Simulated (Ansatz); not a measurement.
Level of theory: Ansatz (a program for electronic structure) with frozen-core CCSD(T)/def2-SVP // PBE0-D3(BJ)/def2-SVP.

Ansatz 0.2 input:
```yaml
crystal:
  periodic: [false, false, false]
  atoms:
    - { symbol: B, position_ang: [-2.504554, 0.740171, 0.002935] }
    - { symbol: N, position_ang: [-2.467766, -0.687929, -0.000131] }
    - { symbol: B, position_ang: [-1.253259, -1.429628, -0.002247] }
    - { symbol: N, position_ang: [-0.000192, -0.71646, -0.001491] }
    - { symbol: B, position_ang: [1.252482, -1.430316, -0.003532] }
    - { symbol: N, position_ang: [2.467396, -0.689284, -0.002623] }
    - { symbol: B, position_ang: [2.504974, 0.738796, 0.000089] }
    - { symbol: N, position_ang: [1.260058, 1.425114, 0.002129] }
    - { symbol: B, position_ang: [0.000209, 0.737376, 0.001456] }
    - { symbol: N, position_ang: [-1.259261, 1.425805, 0.003556] }
    - { symbol: H, position_ang: [-3.553056, 1.343448, 0.004829] }
    - { symbol: H, position_ang: [-3.341536, -1.196915, -0.000697] }
    - { symbol: H, position_ang: [-1.273169, -2.638047, -0.004647] }
    - { symbol: H, position_ang: [1.271724, -2.638746, -0.005963] }
    - { symbol: H, position_ang: [3.340886, -1.19875, -0.004055] }
    - { symbol: H, position_ang: [3.553807, 1.341499, 0.000723] }
    - { symbol: H, position_ang: [1.273997, 2.436633, 0.004109] }
    - { symbol: H, position_ang: [-1.272639, 2.437332, 0.005661] }
basis:
  gaussian: { orbitals: def2-SVP }
correlation:
  method: ccsd_t
```

Output:

```
Functional definition: HF
1836 factors; integrals over basis functions are off by at most 1.5e-3 eV
mean field evaluation 1: about -10890.6782 eV, gradient 5.7e1 eV
mean field evaluation 2: about -10890.9114 eV, gradient 5.7e1 eV
mean field evaluation 4: about -10898.5958 eV, gradient 4.9e0 eV
mean field evaluation 8: about -10898.6834 eV, gradient 2.0e-1 eV
mean field evaluation 16: about -10898.4131 eV, gradient 6.1e-1 eV
mean field -10898.68354974 eV, -400.5192330598 hartree, gradient 9.4e-6 eV, S^2 0.000000; 0 other end points of the search recorded, 0 dependent functions left out
10 core orbitals not correlated
reference -10898.68354974 eV, -400.5192330598 hartree; 24, 24 occupied and 146, 146 virtual orbitals, 1836 factors
second order -32.83405784 eV of doubles, -0.00000000 eV of singles
cycle   1  -33.66756112 eV  change   -8.3e-1 eV  update   1.4e-1
cycle   2  -34.52356824 eV  change   -8.6e-1 eV  update   3.8e-2
cycle   3  -34.71635531 eV  change   -1.9e-1 eV  update   2.3e-2
cycle   4  -34.69797395 eV  change    1.8e-2 eV  update   6.9e-3
cycle   5  -34.69555795 eV  change    2.4e-3 eV  update   3.3e-3
cycle   6  -34.69671736 eV  change   -1.2e-3 eV  update   9.6e-4
cycle   7  -34.69628585 eV  change    4.3e-4 eV  update   3.7e-4
cycle   8  -34.69621805 eV  change    6.8e-5 eV  update   1.2e-4
cycle   9  -34.69626237 eV  change   -4.4e-5 eV  update   5.1e-5
perturbative correction -1.18656972 eV, -0.0436056331 hartree
Total energy: -10934.56638183 eV, -401.8379028170 hartree
```

Cost: about 4 core-minutes (a rough figure).
